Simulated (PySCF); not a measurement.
## GaOBr: fields on a plane

All numbers come from PBE0/[Ga def2-TZVP, O def2-TZVP, Br def2-TZVP], no relativity, density fitting, PySCF.

The singlet minimum has Ga–Br 2.223 Å, Ga–O 1.645 Å; Br–Ga–O 180.0°.

The plane holds Ga1 at (0.00, 0.00), O2 at (1.64, 0.00), Br3 at (-2.22, 0.00) Å. Columns run from x = -4.35 to 4.05 Å, rows from y = 2.25 (top) to -1.95 Å, in steps of 0.3 Å. Other isomers or separated fragments may lie lower.

**Question.** Give the electron localisation function (set to 0 where the density is under 0.005 e/Å³). Every second row and column.

**Answer.** 
```
0.00 0.00 0.00 0.15 0.15 0.00 0.00 0.00 0.00 0.00 0.00 0.00 0.00 0.00 0.00
0.00 0.00 0.42 0.66 0.63 0.32 0.10 0.14 0.24 0.25 0.21 0.14 0.00 0.00 0.00
0.00 0.31 0.75 0.86 0.83 0.65 0.28 0.17 0.27 0.54 0.64 0.54 0.17 0.00 0.00
0.00 0.47 0.78 0.18 0.20 0.73 0.14 0.65 0.26 0.72 0.84 0.83 0.37 0.00 0.00
0.06 0.49 0.74 0.70 0.77 0.69 0.14 0.36 0.62 0.72 0.42 0.84 0.43 0.00 0.00
0.00 0.41 0.80 0.71 0.62 0.72 0.24 0.19 0.13 0.66 0.83 0.73 0.27 0.00 0.00
0.00 0.19 0.63 0.81 0.78 0.50 0.19 0.21 0.30 0.39 0.40 0.31 0.08 0.00 0.00
0.00 0.00 0.19 0.41 0.39 0.15 0.04 0.07 0.14 0.13 0.10 0.00 0.00 0.00 0.00
```

**Question.** Give the electron density (e/Å³) (cut at 5 e/Å³). Lower edges of the bins (e/Å³): '0' 0.000, '1' 0.030, '2' 0.076, '3' 0.151, '4' 0.268, '5' 0.455, '6' 0.750, '7' 1.218, '8' 1.960, '9' 3.136; top 5.00.

**Answer.** 
```
00000000000000000000000000000
00000000000000000000000000000
00000111111000000000000000000
00001233322111111111111000000
00012345543222333333332100000
00124567664444665456654210000
00135699976558998668986310000
00135799986569999779997420000
00135799986569999779997420000
00135699976558998668986310000
00124567664444665456654210000
00012345543222333333332100000
00001233322111111111111000000
00000111111000000000000000000
00000000000000000000000000000
```
